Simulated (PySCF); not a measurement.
Electronic absorption of C5H13PSi2

Compound: C5H13PSi2.
Cartesian coordinates in Å at the PBE0-D3(BJ)/def2-SVP level; atoms count from 1:
```
atom  x, y, z in Å
C1    -2.191    1.690    0.767
C2    -1.916    0.537    0.141
C3    -2.887   -0.610    0.113
Si4   -0.263    0.283   -0.719
C5     0.676   -1.191    0.036
C6     2.182   -1.067   -0.224
Si7    2.736    0.670    0.296
P8     1.120    2.080   -0.457
H9    -1.482    2.523    0.781
H10   -3.145    1.843    1.288
H11   -2.456   -1.512    0.580
H12   -3.145   -0.889   -0.923
H13   -3.822   -0.368    0.644
H14   -0.484    0.040   -2.183
H15    0.268   -2.145   -0.341
H16    0.473   -1.175    1.123
H17    2.762   -1.843    0.303
H18    2.403   -1.183   -1.300
H19    4.078    1.057   -0.239
H20    2.767    0.764    1.790
H21    1.586    2.020   -1.808
```

Computed with TDDFT CAM-B3LYP/def2-SVPD, vertical, gas phase, core orbitals frozen in the response (PySCF).

Question: List the vertical singlet excitations with oscillator strengths and describe the spectrum.

Answer: 

```csv
state,E (eV),E (kJ/mol),λ (nm),f,|μ| (D),"main configurations (H = HOMO, L = LUMO)"
S1,5.83,562,212.7,0.0041,0.43,"H→L (75%), H→L+4 (11%)"
S2,6.52,629,190.2,0.0045,0.43,"H→L+2 (53%), H-2→L (16%)"
S3,6.65,642,186.4,0.0087,0.59,"H→L+3 (45%), H-2→L (21%)"
S4,6.72,649,184.5,0.019,0.86,"H→L+3 (23%), H-3→L+1 (14%), H→L+1 (12%)"
S5,6.82,658,181.9,0.020,0.88,"H→L+1 (54%), H→L+2 (11%), H→L (11%)"
S6,6.83,659,181.5,0.164,2.52,"H-1→L (68%), H-1→L+1 (10%)"
S7,6.98,673,177.7,0.052,1.41,"H-2→L (20%), H-1→L+1 (18%), H→L+2 (10%)"
S8,7.09,684,174.9,0.168,2.50,"H-1→L+1 (42%), H-1→L+2 (12%), H-2→L (10%)"
S9,7.24,699,171.2,0.058,1.46,"H→L+5 (34%), H-2→L+2 (18%), H→L+4 (12%)"
S10,7.32,706,169.4,0.0071,0.51,"H-1→L+2 (50%), H-3→L (11%), H-1→L+4 (9%)"
```

Triplets, Tamm–Dancoff:

```json
{"state": "T1", "E (eV)": "4.18", "λ (nm)": "296.4", "main configurations (H = HOMO, L = LUMO)": "H-1→L+1 (58%), H-1→L (21%)"}
{"state": "T2", "E (eV)": "5.33", "λ (nm)": "232.8", "main configurations (H = HOMO, L = LUMO)": "H→L (57%), H→L+4 (18%)"}
{"state": "T3", "E (eV)": "5.78", "λ (nm)": "214.4", "main configurations (H = HOMO, L = LUMO)": "H→L+2 (44%), H→L+5 (12%)"}
{"state": "T4", "E (eV)": "6.18", "λ (nm)": "200.5", "main configurations (H = HOMO, L = LUMO)": "H-3→L+1 (26%), H-4→L+1 (17%), H-2→L (14%)"}
```

The lowest singlet comes at 213 nm (562 kJ/mol) in the ultraviolet; it is very weak; its leading configuration is HOMO→LUMO (75%). The largest oscillator strength of a single state is 0.168. Löwdin shares by element: HOMO phosphorus 61%, silicon 17%, carbon 6% or more (atoms not listed hold the other 16%); LUMO silicon 29%, phosphorus 12%, carbon 10% or more (atoms not listed hold the other 49%). Orbital energies (eV): HOMO-3 -9.66, HOMO-2 -9.30, HOMO-1 -8.78, HOMO -8.39, LUMO 0.69, LUMO+1 1.01, LUMO+2 1.20. The listed states span 1.49 eV, and the widest gap between neighbours is 0.69 eV (S1 to S2). Weighted by f, the mean energy of these states is 6.97 eV. All these states lie below the vertical ionisation energy of 8.99 eV (ΔSCF). Singlets were solved by full linear response, triplets in the Tamm–Dancoff approximation.

One conformer stands for the species.
